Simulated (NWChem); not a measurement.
The numbers come from NWChem runs, not from measurements. System: Sn (-1), charge -1, spin multiplicity 4. Its SCF solution wasn't tested for a lower state. Level: ROCCSD(T)/def2-TZVPD with def2 effective core potentials on Sn, 4 core orbitals frozen.

Output (cleaned and shortened):

```
             Northwest Computational Chemistry Package (NWChem) 7.3.0
             --------------------------------------------------------

                                NWChem Input Module
                                -------------------

 Scaling coordinates for geometry "geometry" by  1.889725989
 (inverse scale =  0.529177249)

                             Geometry "geometry" -> ""
                             -------------------------

 Output coordinates in angstroms (scale by  1.889725989 to convert to a.u.)

  No.       Tag          Charge          X              Y              Z
 ---- ---------------- ---------- -------------- -------------- --------------
    1 Sn                  50.0000     0.00000000     0.00000000     0.00000000

 Effective nuclear repulsion energy (a.u.)       0.0000000000

            Nuclear Dipole moment (a.u.)
            ----------------------------
        X                 Y               Z
 ---------------- ---------------- ----------------
     0.0000000000     0.0000000000     0.0000000000

      Symmetry information
      --------------------

 Group name             D2h
 Group number             26
 Group order               8
 No. of unique centers     1

      Symmetry unique atoms

     1


 Summary of "ao basis" -> "" (spherical)
 ------------------------------------------------------------------------------
       Tag                 Description            Shells   Functions and Types
 ---------------- ------------------------------  ------  ---------------------
 *                         def2-tzvpd                 on all atoms

 Summary of "ao basis" -> "ao basis" (spherical)
 ------------------------------------------------------------------------------
       Tag                 Description            Shells   Functions and Types
 ---------------- ------------------------------  ------  ---------------------
 Sn                        def2-tzvpd               18       56   7s5p4d2f

                                 NWChem SCF Module
                                 -----------------

  ao basis        = "ao basis"
  functions       =    56
  atoms           =     1
  closed shells   =    10
  open shells     =     3
  charge          =  -1.00
  wavefunction    = ROHF
  use symmetry    = T
  symmetry adapt  = T

 Summary of "ao basis" -> "ao basis" (spherical)
 ------------------------------------------------------------------------------
       Tag                 Description            Shells   Functions and Types
 ---------------- ------------------------------  ------  ---------------------
 Sn                        def2-tzvpd               18       56   7s5p4d2f

      Symmetry analysis of basis
      --------------------------

        ag         15
        au          2
        b1g         4
        b1u         9
        b2g         4
        b2u         9
        b3g         4
        b3u         9

 Forming initial guess at       0.1s

      Symmetry analysis of molecular orbitals - initial
      -------------------------------------------------

  Numbering of irreducible representations:

     1 ag          2 au          3 b1g         4 b1u         5 b2g
     6 b2u         7 b3g         8 b3u

  Orbital symmetries:

     1 ag          2 b1u         3 b2u         4 b3u         5 ag
     6 b2g         7 b3g         8 b1g         9 ag         10 ag
    11 b1u        12 b2u        13 b3u        14 ag         15 ag
    16 b1g        17 ag         18 b2g        19 b3g        20 b1u
    21 b3u        22 b2u        23 ag

 Starting SCF solution at       0.1s

 ----------------------------------------------
         Quadratically convergent ROHF

 Convergence threshold     :          1.000E-07
 Maximum no. of iterations :          100
 Final Fock-matrix accuracy:          1.000E-09
 ----------------------------------------------

              iter       energy          gnorm     gmax       time
             ----- ------------------- --------- --------- --------
                 1     -213.3639090756  3.91D-01  1.17D-01      0.3
                 2     -213.3705585671  1.37D-01  5.95D-02      0.3
                 3     -213.3712802153  1.85D-03  1.08D-03      0.3
[...]
    11     -0.305658  1 Sn px                14      0.254360  1 Sn px

 Vector   13  Occ=1.000000D+00  E= 9.935769D-02  Symmetry=b1u
              MO Center=  5.5D-20, -4.6D-20, -1.5D-19, r^2= 4.2D+00
   Bfn.  Coefficient  Atom+Function         Bfn.  Coefficient  Atom+Function
  ----- ------------  ---------------      ----- ------------  ---------------
    22      0.493703  1 Sn pz                19      0.424479  1 Sn pz
    13     -0.305658  1 Sn pz                16      0.254360  1 Sn pz

 Vector   14  Occ=0.000000D+00  E= 2.128277D-01  Symmetry=ag
              MO Center=  2.6D-28,  2.1D-24, -4.3D-35, r^2= 1.3D+01
   Bfn.  Coefficient  Atom+Function         Bfn.  Coefficient  Atom+Function
  ----- ------------  ---------------      ----- ------------  ---------------
     7      1.996740  1 Sn s                  6     -1.807274  1 Sn s
     5      0.226310  1 Sn s                  2     -0.196683  1 Sn s
     3      0.192813  1 Sn s

 Vector   15  Occ=0.000000D+00  E= 2.713183D-01  Symmetry=b1g
              MO Center= -9.1D-28,  6.2D-27, -3.6D-27, r^2= 1.3D+01
   Bfn.  Coefficient  Atom+Function         Bfn.  Coefficient  Atom+Function
  ----- ------------  ---------------      ----- ------------  ---------------
    38      1.124028  1 Sn d -2              33     -0.229734  1 Sn d -2

 Vector   16  Occ=0.000000D+00  E= 2.713183D-01  Symmetry=ag
              MO Center=  3.0D-21, -4.0D-21, -3.1D-22, r^2= 1.3D+01
   Bfn.  Coefficient  Atom+Function         Bfn.  Coefficient  Atom+Function
  ----- ------------  ---------------      ----- ------------  ---------------
    42      1.124015  1 Sn d  2              37     -0.229731  1 Sn d  2

 center of mass
 --------------
 x =   0.00000000 y =   0.00000000 z =   0.00000000

 moments of inertia (a.u.)
 ------------------
           0.000000000000           0.000000000000           0.000000000000
           0.000000000000           0.000000000000           0.000000000000
           0.000000000000           0.000000000000           0.000000000000

  Mulliken analysis of the total density
  --------------------------------------

    Atom       Charge   Shell Charges
 -----------   ------   -------------------------------------------------------
    1 Sn  22    23.00   0.28 -0.77  1.53  0.95  0.97  0.92  0.11 -0.40  6.36  0.53  1.19  1.32  8.94  1.02  0.04 -0.00  0.00  0.00

 Mulliken analysis of the open-shell density
 -------------------------------------------

    Atom       Charge   Shell Charges
 -----------   ------   -------------------------------------------------------
    1 Sn  22     3.00  -0.00 -0.00 -0.00  0.00  0.00  0.00  0.00 -0.01  0.02  0.48  1.19  1.32  0.00  0.00  0.00 -0.00  0.00  0.00

       Multipole analysis of the density wrt the origin
       ------------------------------------------------

     L   x y z        total         open         nuclear
     -   - - -        -----         ----         -------
     0   0 0 0     -1.000000     -3.000000     22.000000

     1   1 0 0     -0.000000     -0.000000      0.000000
     1   0 1 0     -0.000000      0.000000      0.000000
     1   0 0 1      0.000000      0.000000      0.000000

     2   2 0 0    -27.294995    -15.134448      0.000000
     2   1 1 0     -0.000000      0.000000      0.000000
     2   1 0 1      0.000000      0.000000      0.000000
     2   0 2 0    -27.294995    -15.134448      0.000000
     2   0 1 1     -0.000000     -0.000000      0.000000
     2   0 0 2    -27.294995    -15.134448      0.000000

                   NWChem Extensible Many-Electron Theory Module
                   ---------------------------------------------


            General Information
            -------------------
      Number of processors :     1
         Wavefunction type : Restricted open-shell Hartree-Fock
          No. of electrons :    23
           Alpha electrons :    13
            Beta electrons :    10
           No. of orbitals :   112
            Alpha orbitals :    56
             Beta orbitals :    56
        Alpha frozen cores :     4
         Beta frozen cores :     4
     Alpha frozen virtuals :     0
      Beta frozen virtuals :     0
         Spin multiplicity : quartet
    Number of AO functions :    56
       Number of AO shells :    18
        Use of symmetry is : on
      Symmetry adaption is : on
         Schwarz screening : 0.10D-09

          Correlation Information
          -----------------------
          Calculation type : Coupled-cluster singles & doubles w/ perturbation
   Perturbative correction : (T)
            Max iterations :      100
        Residual threshold : 0.10D-05
     T(0) DIIS level shift : 0.00D+00
     L(0) DIIS level shift : 0.00D+00
     T(1) DIIS level shift : 0.00D+00
     L(1) DIIS level shift : 0.00D+00
     T(R) DIIS level shift : 0.00D+00
     T(I) DIIS level shift : 0.00D+00
   CC-T/L Amplitude update :  5-th order DIIS
                I/O scheme : Global Array Library
        L-threshold :  0.10D-05
        EOM-threshold :  0.10D-05
 no EOMCCSD initial starts read in
 TCE RESTART OPTIONS
 SLICE:      F
 D4D5:       F
 quantumc:   F
 qrotation:  F
 pwtce:      F
 qducc:      F
 nacto:                         0
 nrotv:                         0
 nrot:                          0

            Memory Information
            ------------------
          Available GA space size is     249030528 doubles
          Available MA space size is     104842052 doubles

 Maximum block size supplied by input
 Maximum block size        24 doubles

 tile_dim =     11

 -------------------------------------------------

 Global array virtual files algorithm will be used

 Parallel file system coherency ......... OK

 4-electron integrals stored in orbital form

 v2    file size   =           194389
 4-index algorithm nr.  13 is used
 imaxsize =       30
 imaxsize ichop =        0


CCSD iterations
 ---------------------------------------------------------
 Iter          Residuum       Correlation     Cpu    Wall
 ---------------------------------------------------------
    1   0.1274621251995  -0.2942400882381     1.5     1.5
    2   0.0237372567343  -0.2716802273678     1.7     1.7
    3   0.0071574516433  -0.2783421616155     1.5     1.5
    4   0.0025122487315  -0.2771953314682     1.5     1.5
    5   0.0012606202922  -0.2776279595217     1.6     1.6
    6   0.0003588904325  -0.2775818561530     1.5     1.5
    7   0.0001512516020  -0.2775754949023     1.6     1.6
    8   0.0000737726287  -0.2775707540143     1.5     1.5
    9   0.0000375884749  -0.2775732088795     1.5     1.5
   10   0.0000198654628  -0.2775730974188     1.5     1.5
   11   0.0000015026502  -0.2775739634949     1.5     1.5
   12   0.0000005452763  -0.2775738451911     1.7     1.7
 -----------------------------------------------------------------
 Iterations converged
 CCSD correlation energy / hartree =        -0.277573845191106
 CCSD total energy / hartree       =      -213.648855576694388

 Singles contributions

 Doubles contributions
 CCSD(T)
 Using plain CCSD(T) code
             total no. of tasks        12060
 total no. of tasks / no. procs        12060
                         wl_min            2           1.1
                         wl_max        35937           5.7
        thresh for no. of tasks        12060

 CCSD[T]  correction energy / hartree =        -0.008237908356590
 CCSD[T] correlation energy / hartree =        -0.285811753547696
 CCSD[T] total energy / hartree       =      -213.657093485050979
 CCSD(T)  correction energy / hartree =        -0.007699219534694
 CCSD(T) correlation energy / hartree =        -0.285273064725799
 CCSD(T) total energy / hartree       =      -213.656554796229074

 Task  times  cpu:       24.3s     wall:       24.3s

 Total times  cpu:       24.4s     wall:       24.4s
```

Task: Write an NWChem input that would produce this output.

Result: One answer among several that fit: 
```
start mol
memory heap 100 mb stack 700 mb global 1900 mb
charge -1
geometry units angstroms nocenter noautoz
  Sn     0.000000     0.000000     0.000000
  symmetry group D2h
end
basis spherical
  * library def2-tzvpd
end
ecp
  Sn library def2-ecp
end
scf
  rohf
  nopen 3
  maxiter 100
  thresh 1e-7
  semidirect memsize 60000000 filesize 0
  # guess.movecs holds the orbitals of an unrestricted PBE0 run
  vectors input guess.movecs output mol.movecs
end
tce
  freeze core 4
  ccsd(t)
  2eorb
  2emet 13
  thresh 1e-6
  maxiter 100
  tilesize 24
end
task tce energy
```
